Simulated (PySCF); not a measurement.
# C₄H₂F₂O₂: full NMR table

```
Formula                               : C4H2F2O2
SMILES                                : FC1=COC=C(F)O1
Point group of the computed structure : C2v
Degrees of unsaturation               : 3
Carbon signals                        : 2
Proton signals                        : 1
```

Numbering as in the mapped SMILES `[F:1][C:2]1=[CH:3][O:4][CH:5]=[C:6]([F:7])[O:8]1`; H(Xn) means a hydrogen on atom n.

- coordinates at the GFN2-xTB level
- J couplings at B3LYP/pcJ-1 (spin–dipole term only in couplings to heteroatoms)
- shieldings: GIAO PBE0/pcSseg-1
- run in PySCF
- gas phase, equivalent nuclei averaged, no relativistic terms, one computed conformer

Referencing at the same level of theory: $^{1}$H, $^{13}$C vs TMS; CFCl3 for $^{19}$F; H2O for $^{17}$O.

| carbon | δC, type | δH (multiplicity, J in Hz) | HMBC from (abs. J ≥ 3 Hz) | span of the C tensor (ppm) |
| --- | --- | --- | --- | --- |
| C2/C6 | 165.1, C | – | H(C3)/H(C5) | 112 |
| C3/C5 | 114.8, CH | 5.89 (m) | H(C3)/H(C5) | 95 |

Other nuclei:
| atoms | nucleus | environment | δ (ppm) | σ (ppm) |
| --- | --- | --- | --- | --- |
| F1/F7 | $^{19}$F | vinylic fluorine | -137.4 | 308.4 |
| O8 | $^{17}$O | ether oxygen | 152.0 | 184.1 |
| O4 | $^{17}$O | ether oxygen | 53.1 | 283.0 |

Selected couplings (Hz, signed; the shortest-range and largest first, 30 at most; isotopes $^{19}$F, $^{13}$C, $^{1}$H): $^{1}J$(F1,C2) -338.3, $^{1}J$(C3,H(C3)) 210.3, $^{1}J$(C2,C3) 131.7, $^{2}J$(F1,C3) 46.0, $^{3}J$(F1,C6) 7.3, $^{3}J$(C2,C5) 4.6, $^{3}J$(F1,H(C3)) -2.1, $^{4}J$(F1,C5) -2.7.

1. Carbon types of the structure: 2 × C, 2 × CH, which accounts for all hydrogens.
2. δC 165.1, 114.8: alkene carbon bearing oxygen.
3. δH 5.89: hydrogen on an alkene carbon bearing oxygen; olefinic region.

C–F couplings over four or more bonds (about 3 Hz to the para carbon of a fluoroarene) are left out. Common functionals overestimate the size of one-bond C–F couplings by tens of Hz; these are unscaled. Splittings below 1 Hz are ignored in the labels, and close J values are merged. Couplings among chemically equivalent protons are left out too, so labels in AA′BB′ or AA′XX′ sets are apparent multiplicities. Shifts are as computed. Against solution values, carbons near 30 ppm lie about +3 ppm off and those near 130 ppm about +5 ppm. Of 1211 compounds with measured shifts, 218 miss one by over three times the rms of a fit or turn the order of signals round; such compounds aren't used in these exercises. Unscaled 19F shifts against computed CFCl3 carry errors that often reach 10 to 50 ppm. Experimental scales use liquid or dissolved standards, which lie at an offset from isolated H2O (liquid H2O: subtract about 36 ppm).
